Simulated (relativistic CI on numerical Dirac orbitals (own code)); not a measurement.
# Line list: Forbidden lines, Tl73+

These numbers are calculated, not measured: Dirac-Coulomb-Breit CI, separate exchange-only KLI orbitals for each configuration, model QED (radiative potential, 1s self-energy scaled to tabulated hydrogen-like ionisation energies), unscaled Slater integrals (own radial code, finite nucleus).

CI space (outside the closed core 1s2): 2s2 2p4, 2s 2p5, 2p6, 2s2 2p3 3s, 2p5 3s, 2p5 3p, 2s2 2p3 3p, 2p5 3d, 2s2 2p3 3d, 2s 2p4 3s, 2s 2p4 3p, 2s 2p4 3d, 2s2 2p3 4s, 2s2 2p3 4p, 2s2 2p3 4d, 2s2 2p3 4f. Levels of other configurations are missing.

```tsv
λ vac (nm)	Lower	Upper	Type	A (s⁻¹)	log gf
0.09308	2s2 2p4 3P_2 [1]	2s2 2p3 3p 1D_2 [58]	E2	1.02e+12	-3.18
0.09339	2s2 2p4 1S_0 [2]	2s2 2p3 3p 3D_2 [60]	E2	1.80e+12	-2.93
0.09345	2s2 2p4 3P_2 [1]	2s2 2p3 3p 3D_3 [56]	E2	1.30e+12	-2.93
0.09346	2s2 2p4 3P_2 [1]	2s2 2p3 3p 3F_4 [55]	E2	2.32e+12	-2.56
0.09349	2s2 2p4 3P_2 [1]	2s2 2p3 3p 1P_1 [54]	E2	1.55e+12	-3.22
0.09359	2s2 2p4 3P_2 [1]	2s2 2p3 3p 3P_2 [53]	E2	9.42e+11	-3.21
0.09361	2s2 2p4 3P_2 [1]	2s2 2p3 3p 3P_0 [52]	E2	2.21e+12	-3.54
0.09362	2s2 2p4 3P_2 [1]	2s2 2p3 3p 5P_3 [51]	E2	9.79e+11	-3.05
0.11082	2s2 2p4 3P_2 [1]	2s2 2p3 3p 3P_0 [18]	E2	4.68e+12	-3.06
0.11085	2s2 2p4 3P_1 [3]	2s2 2p3 3p 1D_2 [58]	E2	7.68e+11	-3.15
0.11096	2s2 2p4 3P_1 [3]	2s2 2p3 3p 3P_1 [57]	E2	1.09e+12	-3.22
0.11104	2s2 2p4 1D_2 [4]	2s2 2p3 3p 1D_2 [58]	E2	2.35e+12	-2.66
0.11115	2s2 2p4 1D_2 [4]	2s2 2p3 3p 3P_1 [57]	E2	1.72e+12	-3.02
0.11138	2s2 2p4 3P_1 [3]	2s2 2p3 3p 3D_3 [56]	E2	3.93e+11	-3.29
0.11145	2s2 2p4 3P_2 [1]	2s2 2p3 3p 3P_1 [16]	E2	1.83e+12	-2.99
0.11146	2s2 2p4 3P_2 [1]	2s2 2p3 3p 3D_3 [15]	E2	1.81e+12	-2.63
0.11157	2s2 2p4 1D_2 [4]	2s2 2p3 3p 3D_3 [56]	E2	5.52e+11	-3.14
0.11158	2s2 2p4 1D_2 [4]	2s2 2p3 3p 3F_4 [55]	E2	8.88e+11	-2.83
0.11158	2s2 2p4 3P_1 [3]	2s2 2p3 3p 3P_2 [53]	E2	8.34e+11	-3.11
0.11162	2s2 2p4 3P_1 [3]	2s2 2p3 3p 5P_3 [51]	E2	5.04e+11	-3.18
0.11182	2s2 2p4 1S_0 [2]	2s2 2p3 3p 3P_2 [17]	E2	9.33e+11	-3.06
0.11723	2s2 2p4 3P_1 [3]	2s2 2p3 3p 3D_1 [37]	E2	1.19e+12	-3.13
0.11744	2s2 2p4 1D_2 [4]	2s2 2p3 3p 3D_1 [37]	E2	1.19e+12	-3.13
0.11757	2s2 2p4 1D_2 [4]	2s2 2p3 3p 3P_2 [36]	E2	1.55e+12	-2.80
0.11791	2s2 2p4 3P_1 [3]	2s2 2p3 3p 3F_3 [35]	E2	4.51e+11	-3.18
0.11794	2s2 2p4 3P_2 [1]	2s2 2p3 3p 3D_2 [14]	E2	3.19e+12	-2.48
0.11795	2s2 2p4 3P_2 [1]	2s2 2p3 3p 3P_1 [13]	E2	2.31e+12	-2.84
0.11810	2s2 2p4 3P_1 [3]	2s2 2p3 3p 3F_2 [34]	E2	2.14e+12	-2.65
0.11812	2s2 2p4 1D_2 [4]	2s2 2p3 3p 3F_3 [35]	E2	2.71e+12	-2.40
0.11874	2s2 2p4 1S_0 [2]	2s2 2p3 3p 3D_2 [14]	E2	8.76e+11	-3.03
```

Terms are leading LS components. Brackets give the number of a level in order of energy, since labels repeat. The list gives strong lines, with weight on those to low levels, among the lowest 200 of 342 levels, so that lines to higher ones, which can be the strongest, are missing. Levels whose partners in the same complex of configurations lie outside the list can be far off, and so can their lines. Rates are taken at the computed energies, electric ones in the length gauge.

At this charge energies of transitions that change n are usually good to better than 1 %, and those within a shell (Δn = 0) to a few per cent.

LS names give the leading component of a level, which can be under half, so a name can repeat, a term be missing and a line seem to break the LS rules.
